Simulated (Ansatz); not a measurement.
Geometry optimisation, RKS PBE-D4/6-31G* in Ansatz 0.2.0.

input.yaml

```yaml
crystal:
  periodic: [false, false, false]
  atoms:
    - { symbol: Si, position_ang: [0.0, 0.0, 0.0] }
    - { symbol: H, position_ang: [0.0, 0.0, 1.81] }
    - { symbol: H, position_ang: [1.3768, 0.0, -0.4862] }
    - { symbol: Cl, position_ang: [-1.0032, 1.7381, -0.7093] }
    - { symbol: Cl, position_ang: [-1.0032, -1.7381, -0.7093] }
    - { symbol: O, position_ang: [-1.879, 0.0, 0.6243] }
    - { symbol: H, position_ang: [-2.4241, -0.6297, 0.053] }
    - { symbol: H, position_ang: [-0.9605, 0.0, 1.7351] }
basis:
  gaussian: { orbitals: "6-31G*" }
hamiltonian:
  xc: pbe
  dispersion: d4
relax:
  f_tol: 0.15
  max_steps: 25
  restrain:
    - { distance: [0, 5], at: 1.68, k: 30.0 }
    - { distance: [7, 1], at: 0.66, k: 30.0 }
    - { distance: [0, 1], at: 2.66, k: 30.0 }
    - { distance: [7, 5], at: 2.21, k: 30.0 }
```

Run as:

```bash
$ ansatz run input.yaml --threads 1 --pin off --max-ram 2048MiB --backend cpu --events-out ev --progress --plain --runs-dir out
```

Q: Where does it end, and by what steps?

A: The run converged. The restraints hold the end off the free minimum; the threshold counts their pulls, which the force column leaves out. Restrained pairs: Si1–O6 (1.98 → 1.67 Å), H2–H8 (0.96 → 0.71 Å), Si1–H2 (1.81 → 2.67 Å), O6–H8 (1.44 → 2.22 Å). After 19 steps the energy has fallen by 4.968 eV (the restraints' own energy left out); Cl5 moved furthest, 1.43 Å.

```
step  energy less start (eV)  largest force component (eV/Å)  accepted
   0                  0.0000                           4.991       yes
   1                 -0.5411                           4.534       yes
   2                 -1.4397                           2.798       yes
   3                 -2.9924                           2.273       yes
   4                 -3.8169                           1.615       yes
   5                 -4.2548                           1.194       yes
   6                 -4.5994                           1.091       yes
   7                 -4.7942                           1.360       yes
   8                 -4.8514                           1.418       yes
   9                 -4.8556                           1.598        no
  10                 -4.8771                           1.403       yes
  11                 -4.8984                           1.436       yes
  12                 -4.9315                           1.429       yes
  13                 -4.9478                           1.518       yes
  14                 -4.9798                           0.696        no
  15                 -4.9634                           1.214       yes
  16                 -4.9679                           1.405       yes
  17                 -4.9749                           1.309        no
  18                 -4.9633                           1.538       yes
  19                 -4.9683                           1.442       yes
```

```xyz
8
Properties=species:S:1:pos:R:3
Si -0.530 -0.253 -0.338
H 0.088 0.768 2.051
H 0.777 -0.644 0.235
Cl -0.481 1.746 -0.862
Cl -0.845 -1.347 -2.074
O -1.755 -0.593 0.745
H -2.607 -0.804 0.314
H -0.541 0.497 2.246
```

The run took 57 s on 1 thread of Arm Neoverse V1 (shared host), peak memory 0.12 GiB.
